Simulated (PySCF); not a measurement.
C₇H₆N₂Se.
Cartesian coordinates in Å at the PBE0-D3(BJ)/def2-SVP level; atoms count from 1:
```
atom  x, y, z in Å
N1    -1.130   -1.501    1.847
C2    -0.844   -0.722    1.039
C3    -0.477    0.245    0.033
C4     0.990    0.370   -0.209
C5     1.573    1.284   -1.155
N6     2.868    1.321   -1.300
Se7    3.620    0.119   -0.184
C8     1.951   -0.366    0.432
C9    -1.451    0.416   -1.124
C10   -1.371    1.471   -0.082
H11    0.979    1.966   -1.775
H12    1.783   -1.127    1.195
H13   -0.998    0.597   -2.102
H14   -2.324   -0.240   -1.137
H15   -0.863    2.411   -0.312
H16   -2.187    1.557    0.639
```

Method used: PySCF 2.14.0, density-fitted response routines, TDDFT wB97X-D/def2-SVPD, vertical, gas phase, core orbitals frozen in the response. Relativistic effects, spin–orbit coupling among them, are left out although an element past zinc is present.

Ground-to-excited transition dipoles (e·a0, same axes as the geometry; the sign carries no meaning), for the states with f of 0.002 or more among the lowest 6:

| state | E (eV) | μx | μy | μz |
| --- | --- | --- | --- | --- |
| S1 | 5.024 | -1.024 | 0.300 | -0.210 |
| S4 | 5.963 | 0.361 | 0.207 | -0.235 |
| S6 | 6.712 | -0.217 | 0.320 | -0.293 |

(1) What oscillator strength does each state have?

(2) What angle do the transition dipoles of S1 and S4 make?

(3) How is the summed strength of these states shared among x, y and z?

(4) What peak molar absorption coefficient would the strongest computed level give as a lone Gaussian band 0.5 eV wide at half height?

Answers

(1) f = (2/3) ΔE |μ|² with ΔE in hartree (27.2114 eV).

```json
{"state": "S1", "|μ|² (au)": "1.183", "|μ| (D)": "2.76", "f": "0.146"}
{"state": "S4", "|μ|² (au)": "0.229", "|μ| (D)": "1.22", "f": "0.033"}
{"state": "S6", "|μ|² (au)": "0.236", "|μ| (D)": "1.23", "f": "0.039"}
```

(2) |cos θ| = |μa·μb| / (|μa| |μb|) = 0.50, so θ ≈ 60° (taken between 0 and 90°, since the signs are arbitrary).

(3) (2/3) Σ ΔE μα² gives 0.156 for x, 0.034 for y and 0.028 for z, 0.218 in all.

(4) ε(max) = 2.175×10⁸ f / FWHM, with the width in cm⁻¹. S1: 2.175×10⁸ × 0.1456 / 4033 ≈ 7900 L mol⁻¹ cm⁻¹.

One conformer stands for the species.
